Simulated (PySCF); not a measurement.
**Ag: excitation energy**

Ag [Kr] 4d10 5s1 (2S) → Ag [Kr] 4d9 5s1 6s1 (4D), as a difference of total energies. All numbers are calculated (PySCF 2.14, a scalar-relativistic core potential, in aug-cc-pVDZ-PP with ECP28MDF (5s5p4d2f, 54 functions)). Correlated levels: valence: 4s2 4p6 frozen. The calculations carry no spin-orbit coupling.

```json
{"method": "UHF", "excitation energy (cm⁻¹)": "67982"}
{"method": "LDA", "excitation energy (cm⁻¹)": "83601"}
{"method": "PBE", "excitation energy (cm⁻¹)": "80265"}
{"method": "PBE0", "excitation energy (cm⁻¹)": "78980"}
{"method": "r2SCAN", "excitation energy (cm⁻¹)": "80054"}
{"method": "M06-L", "excitation energy (cm⁻¹)": "82269"}
{"method": "B2PLYP", "excitation energy (cm⁻¹)": "80855"}
{"method": "r2SCANh", "excitation energy (cm⁻¹)": "79689"}
{"method": "TPSSh", "excitation energy (cm⁻¹)": "78366"}
{"method": "MP2 (valence)", "excitation energy (cm⁻¹)": "82438"}
{"method": "SCS-MP2 (valence)", "excitation energy (cm⁻¹)": "81572"}
```

The upper state lies above the first ionisation limit, but in LS coupling its spin forbids autoionisation to the ground ion. A Rydberg-like electron needs more diffuse functions than a valence basis has.

The promoted electron is Rydberg-like, and one or two diffuse shells describe it only roughly, which tends to raise the upper state.
